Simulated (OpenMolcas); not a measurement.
# Pd3+: moving or changing the point charges

Pd3+ among 4 point charges of -2.5 e arranged as a tetrahedron (Td), 1.89 Å from the ion.
```
   1.0912    1.0912    1.0912  -2.50
   1.0912   -1.0912   -1.0912  -2.50
  -1.0912    1.0912   -1.0912  -2.50
  -1.0912   -1.0912    1.0912  -2.50
```

```json
{"Program": "OpenMolcas 26.06", "Method": "CASSCF", "Basis": "ANO-RCC-VDZP [6s5p3d1f]", "Scalar Hamiltonian": "DKH2, point nucleus", "Active space": "7 electrons in 5 orbitals (4d)", "State averaging": "2S+1 = 4 even, 10 roots; 2S+1 = 2 even, 40 roots", "Spin-orbit coupling": "state interaction with AMFI integrals over the reference wave functions"}
```

Runs around this geometry, states (labels of Td). Energies in cm-1 above the lowest state or level, χT in cm3 K/mol; 10Dq and B are least-squares fits to the states below 45000 cm-1, weighted by degeneracy, with a free offset, and given where the rms deviation is under 5 % of |10Dq| (or 100 cm-1) and under 700 cm-1; 10Dq is negative for this site.

```
R (Å)  q (e)  Ground state  First state of that spin   10Dq  B (rms of fit)  First gap with spin-orbit (degeneracies)  χT at 300 K  First state of another spin
 1.89  -1.25           4A2                  4T2 2485  -2373        983 (38)                               1895 (4, 4)        4.174                     2E 17546
 1.76   -2.5           4A2                  4T2 5181  -4984       951 (166)                               4420 (4, 4)        3.374                     2E 18123
 1.89   -2.5           4A2                  4T2 4087  -3913        967 (94)                               3365 (4, 4)        3.656                     2E 17955
 1.97   -2.5           4A2                  4T2 3524  -3365        973 (70)                               2836 (4, 4)        3.823                     2E 17842
```

Taking |10Dq| as R^-n, n = -ln(3365 / 4984) / ln(1.97 / 1.76) = 3.5 between the shortest and longest distance. The point-charge formula for a cubic d site gives n = 5.

Scaling the charges by -1.25 / -2.5 = 0.50 scales |10Dq| by 2373 / 3913 = 0.61; with fixed orbitals a first-order splitting would follow the charge.

Without dynamic correlation the repulsion within the d shell is too large (B by tens of per cent), so at a given field states of lower spin stand too high. Spin-orbit coupling mixes the spin-free states strongly: the lowest level takes only 69 % from its leading state, 4A2 (holds for R = 1.89, q = -1.25). The ground term spreads over less than 5000 cm-1, several times less than with real ligands, so orbital moments are less quenched and χT lies further from the spin-only value than at real sites (holds for R = 1.89, q = -1.25). Point charges carry no covalency, so the field is a model and not that of real ligands. No measured value stands beside these numbers.
